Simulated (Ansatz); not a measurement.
A nudged elastic band was laid between two geometries of C2H11NSi3 (17 atoms, charge 0, multiplicity 1).

All numbers below come from RKS PBE-D4/6-31G* (Ansatz).

- movable images: 9
- climbing image: yes
- spring: 5.0 eV/Å²
- optimiser: quadratic models (default)
- start path: IDPP
- force threshold: 0.05 eV/Å
- iteration limit: 37
- end points: relaxed

Initial state:

```xyz
17
Properties=species:S:1:pos:R:3
N 0.900 -2.279 -0.292
Si 1.836 -0.796 -0.420
Si 0.463 0.951 -1.186
C -0.979 1.328 -0.045
C -0.829 1.177 1.496
Si -2.060 -0.010 0.731
H 1.375 -3.095 0.102
H 0.379 -2.563 -1.123
H 2.360 -0.502 0.960
H 3.058 -0.838 -1.316
H -0.039 0.626 -2.570
H 1.368 2.150 -1.338
H -1.550 2.216 -0.355
H -1.193 2.011 2.108
H 0.123 0.772 1.860
H -3.515 0.301 0.871
H -1.717 -1.447 0.558
```

Final state:

```xyz
17
Properties=species:S:1:pos:R:3
N 1.084 -2.492 -0.639
Si 1.772 -0.874 -0.539
Si 0.434 0.974 -1.170
C -0.968 1.338 0.033
C -0.710 1.271 1.566
Si -1.905 -0.024 0.934
H 0.348 -2.702 0.040
H 0.762 -2.783 -1.565
H 2.219 -0.699 0.887
H 2.989 -0.858 -1.423
H -0.142 0.727 -2.541
H 1.334 2.182 -1.294
H -1.606 2.178 -0.279
H -1.096 2.105 2.166
H 0.290 0.952 1.886
H -3.367 0.146 1.179
H -1.457 -1.441 0.800
```

**Question.** What changes between the two ends?

**Answer.** No bond is made or broken. The height of N1 over the plane of its neighbours goes from -0.29 to 0.32 Å.

**Question.** Give the energies along the band, and the barrier.

**Answer.** It converged. The highest image is number 5 of 0 to 10, 0.054 eV above the first end and 0.020 eV above the last; the last end lies 0.034 eV above the first. A vibrational analysis at the climbing image gives one clearly imaginary mode, 273i cm⁻¹: a first-order saddle point.

| image | path coordinate (Å) | energy (eV) | height of N1 over the plane of its neighbours (Å) |
| --- | --- | --- | --- |
| 0 | 0.00 | 0.000 | -0.29 |
| 1 | 0.16 | 0.001 | -0.29 |
| 2 | 0.32 | 0.005 | -0.27 |
| 3 | 0.48 | 0.018 | -0.20 |
| 4 | 0.63 | 0.043 | -0.05 |
| 5 | 0.79 | 0.054 | 0.12 |
| 6 | 1.04 | 0.046 | 0.26 |
| 7 | 1.29 | 0.039 | 0.29 |
| 8 | 1.54 | 0.035 | 0.31 |
| 9 | 1.79 | 0.034 | 0.31 |
| 10 | 2.03 | 0.034 | 0.32 |

**Question.** What is the geometry of the highest image?

**Answer.** 
```xyz
17
Properties=species:S:1:pos:R:3
N 1.004 -2.345 -0.554
Si 1.823 -0.807 -0.539
Si 0.450 0.993 -1.192
C -0.968 1.320 -0.002
C -0.752 1.170 1.532
Si -1.971 -0.056 0.807
H 1.002 -2.952 0.260
H 0.266 -2.570 -1.216
H 2.315 -0.607 0.871
H 3.052 -0.766 -1.416
H -0.098 0.737 -2.573
H 1.341 2.207 -1.307
H -1.579 2.190 -0.286
H -1.125 1.986 2.163
H 0.229 0.801 1.856
H -3.430 0.180 1.017
H -1.578 -1.481 0.618
```

**Question.** What are the harmonic wavenumbers there?

**Answer.** 273i, 34, 86, 96, 110, 147, 188, 263, 392, 405, 461, 489, 518, 556, 578, 619, 651, 704, 724, 761, 797, 811, 835, 870, 889, 903, 921, 936, 971, 979, 1050, 1203, 1419, 1564, 2115, 2127, 2145, 2153, 2211, 2246, 3059, 3063, 3141, 3532, 3635 cm⁻¹.

The run took 6.9 min on 2 threads of Arm Neoverse N1, on a shared host, peak memory 0.34 GiB.
